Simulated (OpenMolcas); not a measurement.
## Cu2+: moving or changing the point charges

Cu2+ among 6 point charges of -2 e arranged as an octahedron (Oh), 2.13 Å from the ion.
```
   2.1300    0.0000    0.0000  -2.00
   0.0000    2.1300    0.0000  -2.00
  -2.1300    0.0000    0.0000  -2.00
   0.0000   -2.1300    0.0000  -2.00
   0.0000    0.0000    2.1300  -2.00
   0.0000    0.0000   -2.1300  -2.00
```

```json
{"Program": "OpenMolcas", "Method": "SS-CASPT2, IPEA 0.25 Eh, imaginary shift 0.1 Eh (closed shells correlated: 3s 3p)", "Basis": "ANO-RCC-VDZP [5s4p2d1f]", "Scalar Hamiltonian": "DKH2, point nucleus", "Active space": "9 electrons in 5 orbitals (3d)", "State averaging": "2S+1 = 2 even, 5 roots", "Spin-orbit coupling": "RASSI with atomic mean-field integrals over the reference wave functions"}
```

Runs around this geometry, states (labels of O, the rotations of Oh). Energies in cm-1 above the lowest state or level, χT in cm3 K/mol; 10Dq is the gap between the two states.

```csv
R (Å),q (e),Ground state,First state of that spin,10Dq,First gap with spin-orbit (degeneracies),χT at 300 K
2.13,-1.3,2E,2T2 2090,2086,"1620 (4, 2)",0.986
1.95,-2,2E,2T2 4700,4695,"4070 (4, 2)",0.706
2.13,-2,2E,2T2 3200,3203,"2650 (4, 2)",0.828
2.24,-2,2E,2T2 2560,2563,"2050 (4, 2)",0.909
```

Taking |10Dq| as R^-n, n = -ln(2563 / 4695) / ln(2.24 / 1.95) = 4.4 between the shortest and longest distance. The point-charge formula for a cubic d site gives n = 5.

Scaling the charges by -1.3 / -2 = 0.65 scales |10Dq| by 2086 / 3203 = 0.65; with fixed orbitals a first-order splitting would follow the charge.

An orbital doublet at a regular site is open to a Jahn-Teller distortion, which this geometry leaves out. The ground term spreads over less than 5000 cm-1, several times less than with real ligands, so orbital moments are less quenched and χT lies further from the spin-only value than at real sites. Free-ion shares, where given, are those of the reference states; single-state CASPT2 does not remix them. This is an electrostatic model: the charges have no orbitals. No measured value stands beside these numbers.
